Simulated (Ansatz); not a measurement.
`F[SiH2][TeH]` + `CC/C=C/[SiH3]` → `CC[SiH2][TeH]` + `F/C=C/[SiH3]`  (redistribution)

Program: Ansatz. Geometries: PBE0-D4/def2-TZVP. ΔE: electronic, gas phase. CCSD(T)/CBS adds triple-zeta CCSD(T) − MP2 to the extrapolated MP2 energy (def2 sets, frozen cores). Double bonds are as drawn, so ΔE can hold a change between cis and trans. Functionals use def2-TZVPP. B3LYP here is the variant with VWN-RPA as its local correlation; programs differ in this. def2 core potentials past Kr. For Te outer-core shells are correlated without core-valence functions, which leaves a few kJ/mol of doubt a bond. Each species was taken in one conformer, which may not be the lowest.

`F[SiH2][TeH]`:

```xyz
6

F    -0.459    0.591    1.695
Si   -0.304   -0.364    0.421
Te    1.614    0.270   -1.009
H    -0.030   -1.735    0.907
H    -1.569   -0.278   -0.339
H     0.748    1.516   -1.676
```

`CC/C=C/[SiH3]`:

```xyz
15

C     0.358   -0.228    2.380
C     0.612    0.709    1.203
C    -0.195    0.340    0.004
C     0.290    0.008   -1.192
Si   -0.786   -0.457   -2.628
H     0.928    0.082    3.258
H    -0.700   -0.236    2.654
H     0.644   -1.252    2.131
H     1.674    0.714    0.944
H     0.354    1.733    1.502
H    -1.276    0.337    0.155
H     1.373    0.013   -1.319
H    -0.581    0.464   -3.780
H    -2.211   -0.393   -2.205
H    -0.483   -1.834   -3.108
```

`CC[SiH2][TeH]`:

```xyz
12

C     0.658    1.223   -0.810
C     0.236   -0.241   -0.837
Si   -1.044   -0.697    0.455
Te   -0.259   -0.278    2.792
H     1.091    1.490    0.157
H     1.402    1.437   -1.581
H    -0.194    1.886   -0.981
H    -0.192   -0.504   -1.812
H     1.103   -0.896   -0.699
H    -2.251    0.164    0.334
H    -1.444   -2.122    0.311
H     0.893   -1.464    2.669
```

`F/C=C/[SiH3]`:

Cartesian coordinates in Å:
```
F -2.188 -1.286 -1.014
C -1.338 -0.389 -0.506
C -0.080 -0.679 -0.219
Si 1.058 0.601 0.484
H -1.816 0.576 -0.369
H 0.259 -1.693 -0.411
H 1.572 0.178 1.814
H 2.226 0.818 -0.409
H 0.307 1.875 0.630
```

```csv
level,ΔE (kcal/mol),difference from CCSD(T)/CBS
r2SCAN-D4,38.5,-2.6
B3LYP-D4,39.0,-2.1
ωB97X-V,38.6,-2.5
ωB97M-V,38.8,-2.3
B2PLYP,40.9,-0.2
PBE,36.3,-4.8
B3LYP,39.9,-1.2
MP2/def2-TZVPP,42.0,0.9
SCS-MP2/def2-TZVPP,42.0,0.9
CCSD/def2-TZVPP,41.0,-0.1
CCSD(T)/def2-TZVPP,40.3,-0.8
HF/def2-QZVPP,43.7,2.6
MP2/def2-QZVPP,42.6,1.5
SCS-MP2/def2-QZVPP,42.7,1.6
MP2/CBS(def2),42.8,1.7
CCSD/CBS(def2),41.7,0.6
CCSD(T)/CBS,41.1,0
```

Largest T1 diagnostic among the species: 0.012.

In def2-TZVPP, CCSD(T) changes the Hartree–Fock value by −2.8 kcal/mol (the triples alone add −0.6 kcal/mol) and MP2 by −1.2 kcal/mol. From PBE to PBE0 (25 % exact exchange), in def2-TZVPP and without D4, ΔE moves by +1.5 kcal/mol.
